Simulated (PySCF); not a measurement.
C$_{3}$H$_{11}$AlN, charge +1, singlet, at a GFN2-xTB geometry (such geometries of metal compounds can be far from the true shape); SVWN5/def2-SVP (PySCF).

Input for PySCF:
```python
from pyscf import gto, scf, dft

mol = gto.M(
    atom='''
Al    0.19698989    0.77097361    1.41029709
H    -1.07762603    1.22572635    2.10977938
H     1.65481203    0.92649085    1.82300765
C    -1.49225602   -0.33717125   -0.53865374
N    -0.05144453   -0.16804163   -0.30814978
C     0.63189440   -1.46775421   -0.22387477
C     0.56264674    0.63497813   -1.37684371
H    -1.68799173   -0.84740274   -1.48437584
H    -1.97926488    0.64351859   -0.55438176
H    -1.92971718   -0.91948847    0.27855421
H     1.68133416   -1.31036957    0.04859022
H     0.58982016   -2.00084875   -1.17657030
H     0.16283088   -2.08331492    0.54732063
H     0.50731339    0.12154062   -2.33967735
H     0.04997603    1.59616122   -1.45849561
H     1.61404556    0.82130506   -1.13433165
''',
    basis='def2-svp',
    charge=1,
    verbose=4,
)

mf = dft.RKS(mol)
mf.xc = 'lda,vwn'
mf.kernel()
```

Output, abridged:

```
PySCF version 2.14.0

[INPUT] verbose = 4
[INPUT] num. atoms = 16
[INPUT] num. electrons = 48
[INPUT] charge = 1
[INPUT] spin (= nelec alpha-beta = 2S) = 0
[INPUT] symmetry False subgroup None
[INPUT] Mole.unit = angstrom
[INPUT] Symbol           X                Y                Z      unit          X                Y                Z       unit  Magmom
[INPUT]  1 Al     0.196989890000   0.770973610000   1.410297090000 AA    0.372256941408   1.456928972167   2.665075254371 Bohr   0.0
[INPUT]  2 H     -1.077626030000   1.225726350000   2.109779380000 AA   -2.036418061402   2.316287105163   3.986905211455 Bohr   0.0
[INPUT]  3 H      1.654812030000   0.926490850000   1.823007650000 AA    3.127141524336   1.750813963415   3.444985181487 Bohr   0.0
[INPUT]  4 C     -1.492256020000  -0.337171250000  -0.538653740000 AA   -2.819955185533  -0.637161319577  -1.017908044573 Bohr   0.0
[INPUT]  5 N     -0.051444530000  -0.168041630000  -0.308149780000 AA   -0.097216072307  -0.317552658225  -0.582318689545 Bohr   0.0
[INPUT]  6 C      0.631894400000  -1.467754210000  -0.223874770000 AA    1.194107355646  -2.773653475077  -0.423062001500 Bohr   0.0
[INPUT]  7 C      0.562646740000   0.634978130000  -1.376843710000 AA    1.063248243479   1.199934760788  -2.601857528230 Bohr   0.0
[INPUT]  8 H     -1.687991730000  -0.847402740000  -1.484375840000 AA   -3.189842070231  -1.601359095806  -2.805063803521 Bohr   0.0
[INPUT]  9 H     -1.979264880000   0.643518590000  -0.554381760000 AA   -3.740268551170   1.216073891166  -1.047629694854 Bohr   0.0
[INPUT] 10 H     -1.929717180000  -0.919488470000   0.278554210000 AA   -3.646636968068  -1.737581382995   0.526391167745 Bohr   0.0
[INPUT] 11 H      1.681334160000  -1.310369570000   0.048590220000 AA    3.177261086276  -2.476239609264   0.091822208132 Bohr   0.0
[INPUT] 12 H      0.589820160000  -2.000848750000  -1.176570300000 AA    1.114598565147  -3.781056154178  -2.223395633297 Bohr   0.0
[INPUT] 13 H      0.162830880000  -2.083314920000   0.547320630000 AA    0.307705767822  -3.936894630020   1.034286093024 Bohr   0.0
[INPUT] 14 H      0.507313390000   0.121540620000  -2.339677350000 AA    0.958683366425   0.229678484810  -4.421349411348 Bohr   0.0
[INPUT] 15 H      0.049976030000   1.596161220000  -1.458495610000 AA    0.094441009493   3.016307556452  -2.756157256780 Bohr   0.0
[INPUT] 16 H      1.614045560000   0.821305060000  -1.134331650000 AA    3.050104060970   1.552041628119  -2.143576152926 Bohr   0.0

nuclear repulsion = 245.356573156474
number of shells = 65
number of NR pGTOs = 209
number of NR cGTOs = 129
basis = def2-svp
ecp = {}

******** <class 'pyscf.dft.rks.RKS'> ********
method = RKS
initial guess = minao
damping factor = 0
level_shift factor = 0
DIIS = <class 'pyscf.scf.diis.CDIIS'>
diis_start_cycle = 1
diis_space = 8
diis_damp = 0
SCF conv_tol = 1e-09
SCF conv_tol_grad = None
SCF max_cycles = 50
direct_scf = True
direct_scf_tol = 1e-13
XC library pyscf.dft.libxc version 7.1.2
    S. Lehtola, C. Steigemann, M. J. T. Oliveira, and M. A. L. Marques,  SoftwareX 7, 1–5 (2018)
XC functionals = lda,vwn
    P. A. M. Dirac,  Math. Proc. Cambridge Philos. Soc. 26, 376 (1930)
    F. Bloch,  Z. Phys. 57, 545 (1929)
    S. H. Vosko, L. Wilk, and M. Nusair,  Can. J. Phys. 58, 1200 (1980)
radial grids:
    Treutler-Ahlrichs [JCP 102, 346 (1995); DOI:10.1063/1.469408] (M4) radial grids

becke partition: Becke, JCP 88, 2547 (1988); DOI:10.1063/1.454033
pruning grids: <function nwchem_prune>
grids dens level: 3
symmetrized grids: False
atomic radii adjust function: <function treutler_atomic_radii_adjust>
small_rho_cutoff = 0
Set gradient conv threshold to 3.16228e-05
Initial guess from minao.
tot grids = 183328
init E= -415.28628025684
  HOMO = -0.32564755368972  LUMO = -0.108232290681866  gap/eV = 5.91617
cycle= 1 E= -414.954753106687  delta_E= 0.332  |g|= 0.402  |ddm|= 3.72
  HOMO = -0.443958407266754  LUMO = -0.284813082091382  gap/eV = 4.33056
cycle= 2 E= -414.929072104919  delta_E= 0.0257  |g|= 0.53  |ddm|= 0.964
  HOMO = -0.446445482946192  LUMO = -0.272239480920207  gap/eV = 4.74039
cycle= 3 E= -414.998834506438  delta_E= -0.0698  |g|= 0.095  |ddm|= 0.496
  HOMO = -0.450084443128512  LUMO = -0.270492775515977  gap/eV = 4.88694
cycle= 4 E= -415.000558265488  delta_E= -0.00172  |g|= 0.0329  |ddm|= 0.0986
  HOMO = -0.450854766576026  LUMO = -0.270389777462507  gap/eV = 4.91070
cycle= 5 E= -415.000787231418  delta_E= -0.000229  |g|= 0.00844  |ddm|= 0.0357
  HOMO = -0.450831495186656  LUMO = -0.270956533690852  gap/eV = 4.89465
cycle= 6 E= -415.000806517986  delta_E= -1.93e-05  |g|= 0.00105  |ddm|= 0.0112
  HOMO = -0.450724802914452  LUMO = -0.270805446539993  gap/eV = 4.89586
cycle= 7 E= -415.000806855215  delta_E= -3.37e-07  |g|= 0.000177  |ddm|= 0.00177
  HOMO = -0.450718959801281  LUMO = -0.270805489672357  gap/eV = 4.89569
cycle= 8 E= -415.00080686303  delta_E= -7.81e-09  |g|= 6.17e-05  |ddm|= 0.000239
  HOMO = -0.450718407183054  LUMO = -0.270805484661014  gap/eV = 4.89568
cycle= 9 E= -415.000806863865  delta_E= -8.35e-10  |g|= 2.25e-05  |ddm|= 6.84e-05
  HOMO = -0.450718163112725  LUMO = -0.270804528395505  gap/eV = 4.89570
Extra cycle  E= -415.000806863712  delta_E= 1.53e-10  |g|= 3.34e-05  |ddm|= 4.93e-05
converged SCF energy = -415.000806863712
```
